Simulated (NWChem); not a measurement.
System: H$_{2}$PO$_{3}$, doublet; SMILES O=[P](O)O

Excerpt of the output:

```
             Northwest Computational Chemistry Package (NWChem) 7.3.0
             --------------------------------------------------------

                             Geometry "geometry" -> ""
                             -------------------------

 Output coordinates in angstroms (scale by  1.889725989 to convert to a.u.)

  No.       Tag          Charge          X              Y              Z
 ---- ---------------- ---------- -------------- -------------- --------------
    1 O                    8.0000     0.76063100    -1.35758300     0.28252600
    2 P                   15.0000     0.12005500    -0.15788900    -0.32014800
    3 O                    8.0000    -1.41750600     0.17000700     0.15301000
    4 O                    8.0000     0.79956700     1.26043500     0.08021000
    5 H                    1.0000    -1.95621600    -0.63225000     0.19415500
    6 H                    1.0000     0.15234200     1.97961400     0.08158000

 Effective nuclear repulsion energy (a.u.)     181.7730540119

                              NWChem Property Module
                              ----------------------

  itol2e modified to match energy
  convergence criterion.

                                 NWChem DFT Module
                                 -----------------

 Summary of "ao basis" -> "ao basis" (spherical)
 ------------------------------------------------------------------------------
       Tag                 Description            Shells   Functions and Types
 ---------------- ------------------------------  ------  ---------------------
 O                           pcj-1                  11       27   5s4p2d
 P                           pcj-1                  13       31   6s5p2d
 H                           pcj-1                   6       10   4s2p

  itol2e modified to match energy
  convergence criterion.

            General Information
            -------------------
          SCF calculation type: DFT
          Wavefunction type:  spin polarized.
          No. of atoms     :     6
          No. of electrons :    41
           Alpha electrons :    21
            Beta electrons :    20
          Charge           :     0
          Spin multiplicity:     2
          Use of symmetry is: off; symmetry adaption is: off
          Maximum number of iterations: 150
          AO basis - number of functions:   132
                     number of shells:    58
          Convergence on energy requested:  1.00D-07
          Convergence on density requested:  1.00D-05
          Convergence on gradient requested:  5.00D-04

              XC Information
              --------------
                  TPSS hybrid Method XC Functional
                     Hartree-Fock (Exact) Exchange  0.100
                  TPSS metaGGA Exchange Functional  0.900
             TPSS03 metaGGA Correlation Functional  1.000

             Grid Information
             ----------------
          Grid used for XC integration:  fine
          Radial quadrature: Mura-Knowles
          Angular quadrature: Lebedev.
          Tag              B.-S. Rad. Rad. Pts. Rad. Cut. Ang. Pts.
          ---              ---------- --------- --------- ---------
          O                   0.60       70          10.0       590
          P                   1.00      123           8.0       770
          H                   0.35       60          10.0       590
          Grid pruning is: on
          Number of quadrature shells:   453
          Spatial weights used:  Erf1

      Superposition of Atomic Density Guess
      -------------------------------------

 Sum of atomic energies:        -565.70480240

      Non-variational initial energy
      ------------------------------

 Total energy =    -566.909964
 1-e energy   =   -1142.754525
 2-e energy   =     394.071507
 HOMO         =      -0.189088
 LUMO         =       0.082139

   convergence    iter        energy       DeltaE   RMS-Dens  Diis-err
 ---------------- ----- ----------------- --------- --------- ---------
 d= 0,ls=0.0,diis     1   -567.8937686707 -7.50D+02  7.60D-03  5.45D-01
                                                     7.38D-03  5.39D-01
 d= 0,ls=0.0,diis     2   -567.2726080187  6.21D-01  6.33D-03  1.97D+00
                                                     6.46D-03  1.73D+00
 d= 0,ls=0.0,diis     3   -567.9831279037 -7.11D-01  1.91D-03  1.80D-01
                                                     1.94D-03  1.80D-01
 d= 0,ls=0.0,diis     4   -568.0341369055 -5.10D-02  7.42D-04  5.21D-02
                                                     7.07D-04  5.10D-02
 d= 0,ls=0.0,diis     5   -568.0511786525 -1.70D-02  1.75D-04  1.02D-03
                                                     1.48D-04  9.87D-04
  Resetting Diis
 d= 0,ls=0.0,diis     6   -568.0515274929 -3.49D-04  4.33D-05  7.91D-05
                                                     3.73D-05  6.85D-05
 d= 0,ls=0.0,diis     7   -568.0515553086 -2.78D-05  4.37D-05  1.44D-05
                                                     3.32D-05  8.75D-06
 d= 0,ls=0.0,diis     8   -568.0515388946  1.64D-05  2.58D-05  5.46D-05
                                                     2.97D-05  5.96D-05
 d= 0,ls=0.0,diis     9   -568.0515604281 -2.15D-05  5.45D-06  1.39D-06
                                                     3.92D-06  8.63D-07
 d= 0,ls=0.0,diis    10   -568.0515608099 -3.82D-07  2.39D-06  1.98D-07
                                                     3.50D-06  2.35D-07
 d= 0,ls=0.0,diis    11   -568.0515608983 -8.84D-08  2.04D-06  1.33D-07
                                                     1.75D-06  8.28D-08

         Total DFT energy =     -568.051560898290
      One electron energy =    -1144.814958937869
           Coulomb energy =      444.897144746545
    Exchange-Corr. energy =      -49.906800718911
 Nuclear repulsion energy =      181.773054011944

 Numeric. integr. density =       41.000000380709

                    DFT Final Alpha Molecular Orbital Analysis
                    ------------------------------------------

 Vector   19  Occ=1.000000D+00  E=-3.209709D-01
              MO Center=  5.1D-01, -7.2D-01,  1.3D-01, r^2= 2.1D+00
   Bfn.  Coefficient  Atom+Function         Bfn.  Coefficient  Atom+Function
  ----- ------------  ---------------      ----- ------------  ---------------
    14      0.280814  1 O  pz                13      0.267562  1 O  py
    17      0.259753  1 O  pz                16      0.242684  1 O  py
   102     -0.192495  4 O  pz                99     -0.186665  4 O  pz
    75     -0.153462  3 O  pz                45      0.146388  2 P  pz
    72     -0.144904  3 O  pz                11      0.130728  1 O  pz

 Vector   20  Occ=1.000000D+00  E=-3.083734D-01
              MO Center=  4.3D-01, -9.8D-01,  1.9D-01, r^2= 1.7D+00
   Bfn.  Coefficient  Atom+Function         Bfn.  Coefficient  Atom+Function
  ----- ------------  ---------------      ----- ------------  ---------------
    12      0.396922  1 O  px                15      0.370372  1 O  px
     9      0.188004  1 O  px                71     -0.131795  3 O  py
    74     -0.129326  3 O  py                70      0.127369  3 O  px
    13      0.124185  1 O  py                16      0.121363  1 O  py
    73      0.121264  3 O  px                46      0.117354  2 P  px

[...]

          ----------------------
          Hyperfine Interactions
          ----------------------

 Total Spin Density (Fermi Contact Term)
 ------------------ --------------------
     Atom            x         y         z       Density (a.u.)      Aiso(MHz)     Aiso(Gauss)
     1  17-O      1.43738  -2.56546   0.53390       0.026478        -16.051121      -5.727429
     2  31-P      0.22687  -0.29837  -0.60499       0.998557       1808.484166     645.311032
     3  17-O     -2.67870   0.32127   0.28915       0.077829        -47.179524     -16.834799
     4  17-O      1.51096   2.38188   0.15157       0.089099        -54.011225     -19.272516
     5   1-H     -3.69671  -1.19478   0.36690      -0.001935         -8.650944      -3.086867
     6   1-H      0.28788   3.74093   0.15416      -0.001123         -5.021887      -1.791931

           -------------------------------------------
           Anisotropic Interaction (Spin-Dipolar Term)
           -------------------------------------------

 ------------------------------------------------------------
     Atom            x         y         z
 ------------------------------------------------------------
     1  17-O      1.43738  -2.56546   0.53390

   Spin-Dipolar term (a.u.)
        xx             yy             zz             xy             xz             yz
 ------------------------------------------------------------------------------------------
      -0.601019      -0.546902       1.147921      -0.060666       0.251033      -0.350403

   Principal Comp. of -hf- tensor (au)            Anisotropic -hfcc- (MHz)               Anisotropic -hfcc- (Gauss)
 --------------------------------------------------------------------------------------------------------------------------
     -0.641362    -0.612055     1.253417      46.408501    44.287881   -90.696382      16.559679    15.802991   -32.362670

   Orientation of the principal axis of Hyperfine Tensor w.r.t absolute (molecular) frame
 --------------------------------------------------------------------------------------------------------------------------
      0.912454    -0.385268     0.137825
      0.406301     0.892973    -0.193699
     -0.048448     0.232739     0.971332

 ------------------------------------------------------------
     Atom            x         y         z
 ------------------------------------------------------------
     2  31-P      0.22687  -0.29837  -0.60499

   Spin-Dipolar term (a.u.)
        xx             yy             zz             xy             xz             yz
 ------------------------------------------------------------------------------------------
      -0.634507      -0.677902       1.312408       0.015176       0.180389      -0.188393

   Principal Comp. of -hf- tensor (au)            Anisotropic -hfcc- (MHz)               Anisotropic -hfcc- (Gauss)
 --------------------------------------------------------------------------------------------------------------------------
     -0.634065    -0.712053     1.346118    -137.074621  -153.934266   291.008887     -48.911551   -54.927481   103.839032

   Orientation of the principal axis of Hyperfine Tensor w.r.t absolute (molecular) frame
 --------------------------------------------------------------------------------------------------------------------------
      0.884509    -0.457834     0.089623
      0.465057     0.880525    -0.091639
     -0.036960     0.122735     0.991751

 ------------------------------------------------------------
     Atom            x         y         z
 ------------------------------------------------------------
     3  17-O     -2.67870   0.32127   0.28915

   Spin-Dipolar term (a.u.)
        xx             yy             zz             xy             xz             yz
 ------------------------------------------------------------------------------------------
      -0.074145      -0.228719       0.302864      -0.112108      -0.357196       0.201759

   Principal Comp. of -hf- tensor (au)            Anisotropic -hfcc- (MHz)               Anisotropic -hfcc- (Gauss)
 --------------------------------------------------------------------------------------------------------------------------
     -0.283665    -0.300076     0.583741      20.525772    21.713318   -42.239089       7.324093     7.747839   -15.071932

   Orientation of the principal axis of Hyperfine Tensor w.r.t absolute (molecular) frame
 --------------------------------------------------------------------------------------------------------------------------
      0.771791    -0.399710    -0.494541
      0.574590     0.771517     0.273143
      0.272369    -0.494968     0.825120

 ------------------------------------------------------------
     Atom            x         y         z
 ------------------------------------------------------------
     4  17-O      1.51096   2.38188   0.15157

   Spin-Dipolar term (a.u.)
        xx             yy             zz             xy             xz             yz
 ------------------------------------------------------------------------------------------
      -0.202184      -0.101465       0.303649       0.125114       0.236020       0.325272

   Principal Comp. of -hf- tensor (au)            Anisotropic -hfcc- (MHz)               Anisotropic -hfcc- (Gauss)
 --------------------------------------------------------------------------------------------------------------------------
     -0.295642    -0.280309     0.575951      21.392463    20.282959   -41.675422       7.633350     7.237452   -14.870802

   Orientation of the principal axis of Hyperfine Tensor w.r.t absolute (molecular) frame
 --------------------------------------------------------------------------------------------------------------------------
      0.889206    -0.322357     0.324652
      0.150682     0.876369     0.457464
     -0.431982    -0.357860     0.827845

 ------------------------------------------------------------
     Atom            x         y         z
 ------------------------------------------------------------
     5   1-H     -3.69671  -1.19478   0.36690

   Spin-Dipolar term (a.u.)
        xx             yy             zz             xy             xz             yz
 ------------------------------------------------------------------------------------------
       0.006460       0.004277      -0.010737       0.018630      -0.013254      -0.002829

   Principal Comp. of -hf- tensor (au)            Anisotropic -hfcc- (MHz)               Anisotropic -hfcc- (Gauss)
 --------------------------------------------------------------------------------------------------------------------------
      0.027641    -0.007081    -0.020559      14.747831    -3.778325   -10.969506       5.262384    -1.348198    -3.914186

   Orientation of the principal axis of Hyperfine Tensor w.r.t absolute (molecular) frame
 --------------------------------------------------------------------------------------------------------------------------
      0.728680    -0.325315     0.602657
      0.617030     0.693669    -0.371614
     -0.297153     0.642646     0.706192

 ------------------------------------------------------------
     Atom            x         y         z
 ------------------------------------------------------------
     6   1-H      0.28788   3.74093   0.15416

   Spin-Dipolar term (a.u.)
        xx             yy             zz             xy             xz             yz
 ------------------------------------------------------------------------------------------
      -0.003893       0.015140      -0.011247      -0.015438       0.002274       0.011521

   Principal Comp. of -hf- tensor (au)            Anisotropic -hfcc- (MHz)               Anisotropic -hfcc- (Gauss)
 --------------------------------------------------------------------------------------------------------------------------
     -0.020393     0.026000    -0.005607     -10.880954    13.872425    -2.991471      -3.882588     4.950018    -1.067429

   Orientation of the principal axis of Hyperfine Tensor w.r.t absolute (molecular) frame
 --------------------------------------------------------------------------------------------------------------------------
      0.529400    -0.430519     0.731019
      0.460928     0.869363     0.178192
     -0.712237     0.242612     0.658679
```

Level: TPSSh/pcJ-1, spin-unrestricted, contact and dipolar terms. All runs use the structure optimised with PBE0/def2-SVP, spin-unrestricted. No stability test was run on the SCF state.

**Question.** Which NWChem input produces such a log?

**Answer.** This is not unique; one that fits is the input that was run:
```
start job
memory heap 200 mb stack 900 mb global 1100 mb
geometry units angstroms noautosym nocenter noautoz
  O      0.760631    -1.357583     0.282526
  P      0.120055    -0.157889    -0.320148
  O     -1.417506     0.170007     0.153010
  O      0.799567     1.260435     0.080210
  H     -1.956216    -0.632250     0.194155
  H      0.152342     1.979614     0.081580
end
basis spherical
  * library pcj-1
end
dft
  odft
  mult 2
  xc xctpssh
  iterations 150
end
property
  hyperfine
end
task dft property
```
